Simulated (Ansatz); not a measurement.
Input file for Ansatz (a first-principles code): R-CCSD(T)/def2-SVPD on AsH4I (a complex), monomers drawn apart or pushed together. Elements past Kr take the def2 small-core potentials; no spin–orbit coupling. The run froze 23 orbitals, filled d shells among them.

Ansatz 0.2 input:
```yaml
crystal:
  periodic: [false, false, false]
  atoms:
    - {symbol: As, position_ang: [0.03279160, 0.58395075, 0.37225558]}
    - {symbol: H, position_ang: [-0.77308239, 1.77910094, -0.11562530]}
    - {symbol: H, position_ang: [-0.22603419, -0.21641850, -0.89589280]}
    - {symbol: H, position_ang: [1.34539978, 1.14821675, -0.15168653]}
    - {symbol: I, position_ang: [-0.36513037, -0.96669948, 4.10150302]}
    - {symbol: H, position_ang: [-0.20636252, -0.34692286, 2.60553941]}
basis:
  gaussian:
    orbitals: def2-SVPD
magnetization: {spin_polarized: false}
correlation: {method: ccsd_t, electrons: outside_noble_gas}
scf: {lower_state_search: off}
```

The log:

```
Functional definition: HF
[...]
these checks for a lower state are left out or cut short: stability, starts, cluster_reference, orbital_swaps, neighbouring_geometries, increment
integrals: 0.16 GiB planned
1119 factors; integrals over basis functions are off by at most 1.1e-3 eV
mean field: 0.38 GiB planned
mean field evaluation 1: about -68922.3586 eV, gradient 1.2e1 eV
mean field evaluation 2: about -68922.3795 eV, gradient 1.2e1 eV
mean field evaluation 4: about -68923.2014 eV, gradient 1.7e0 eV
mean field evaluation 8: about -68923.2178 eV, gradient 1.3e-1 eV
mean field -68923.21792707 eV, -2532.8815409849 hartree, gradient 2.3e-6 eV, S^2 0.000000; 0 other end points of the search recorded, 0 dependent functions left out
23 core orbitals not correlated
reference -68923.21792707 eV, -2532.8815409849 hartree; 8, 8 occupied and 74, 74 virtual orbitals, 1119 factors
second order -6.85900510 eV of doubles, -0.00000000 eV of singles
coupled cluster: 0.30 GiB planned
cycle   1  -7.68801209 eV  change   -8.3e-1 eV  update   7.2e-2
cycle   2  -7.97351353 eV  change   -2.9e-1 eV  update   2.4e-2
cycle   3  -7.99567273 eV  change   -2.2e-2 eV  update   6.7e-3
cycle   4  -7.99438960 eV  change    1.3e-3 eV  update   2.2e-3
cycle   5  -7.99385226 eV  change    5.4e-4 eV  update   6.5e-4
cycle   6  -7.99382569 eV  change    2.7e-5 eV  update   2.2e-4
cycle   7  -7.99386089 eV  change   -3.5e-5 eV  update   7.7e-5
cycle   8  -7.99387469 eV  change   -1.4e-5 eV  update   2.6e-5
cycle   9  -7.99387280 eV  change    1.9e-6 eV  update   8.7e-6
perturbative correction -0.21820655 eV, -0.0080189429 hartree
Total energy: -68931.43000643 eV, -2533.1833293348 hartree
Checks for a lower state left out: stability, starts, cluster_reference, orbital_swaps, neighbouring_geometries, increment
```

Self-consistency was reached.

Cost: roughly 5 core-seconds.
